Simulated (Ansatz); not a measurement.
Ansatz (a first-principles code) input (B3LYP-D3(BJ)/def2-TZVP):

Ansatz 0.2 input:
```yaml
crystal:
  periodic: [false, false, false]
  atoms:
    - {symbol: C, position_ang: [1.61008227, -0.73085244, -0.51754650]}
    - {symbol: Si, position_ang: [0.29043928, 0.41764709, -0.18856248]}
    - {symbol: C, position_ang: [-1.36003072, -0.30310453, 0.42962956]}
    - {symbol: Cl, position_ang: [0.34878417, 2.19128614, 1.19733957]}
    - {symbol: Cl, position_ang: [-0.19365061, 1.46752488, -1.94842983]}
    - {symbol: H, position_ang: [2.48144397, -0.36450935, -1.05113641]}
    - {symbol: H, position_ang: [1.90308440, -1.38622065, 0.29741932]}
    - {symbol: H, position_ang: [-2.12743656, 0.45372630, 0.57328899]}
    - {symbol: H, position_ang: [-1.73621270, -1.04097290, -0.27399771]}
    - {symbol: H, position_ang: [-1.20168839, -0.80393899, 1.38102710]}
basis:
  gaussian:
    orbitals: def2-TZVP
hamiltonian:
  xc: b3lyp
  dispersion: d3bj
total_charge: -1
relax: {f_tol: 0.002, max_steps: 150}
```

End of the output:

```
mean field -35085.49696648 eV, -1289.3682317143 hartree, gradient 1.5e-5 eV, S^2 0.000000; 1 other end points of the search recorded, 0 dependent functions left out
the calculation of the forces begins
reference -35085.49726595 eV, -1289.3682427194 hartree; 33, 33 occupied and 170, 170 virtual orbitals, 1367 factors
Total energy: -35086.01745353 eV, -1289.3873592603 hartree
Atom 0 at     1.594979    -0.669571    -0.458933 Å, force     0.000341    -0.000586    -0.000418 eV/Å
Atom 1 at     0.275072     0.423056    -0.213157 Å, force    -0.000798     0.000259     0.000990 eV/Å
Atom 2 at    -1.333672    -0.320580     0.421453 Å, force     0.001063     0.000731    -0.000206 eV/Å
Atom 3 at     0.389544     2.176154     1.163493 Å, force    -0.000250    -0.000516    -0.001160 eV/Å
Atom 4 at    -0.236330     1.487898    -1.994866 Å, force    -0.000179     0.000141     0.000833 eV/Å
Atom 5 at     2.478097    -0.364827    -1.011914 Å, force    -0.000311    -0.000025     0.000185 eV/Å
Atom 6 at     1.791803    -1.398379     0.325920 Å, force     0.000246     0.000046     0.000291 eV/Å
Atom 7 at    -2.078198     0.451719     0.616878 Å, force    -0.000076    -0.000173    -0.000031 eV/Å
Atom 8 at    -1.729176    -1.031485    -0.305885 Å, force    -0.000029     0.000193    -0.000084 eV/Å
Atom 9 at    -1.137303    -0.853400     1.356041 Å, force    -0.000007    -0.000071    -0.000400 eV/Å
Dipole moment:    -0.527556     0.146039     0.120165 e Å
```

It need not be the lowest isomer of its formula. Whether it binds its extra electron was not tested at this geometry.
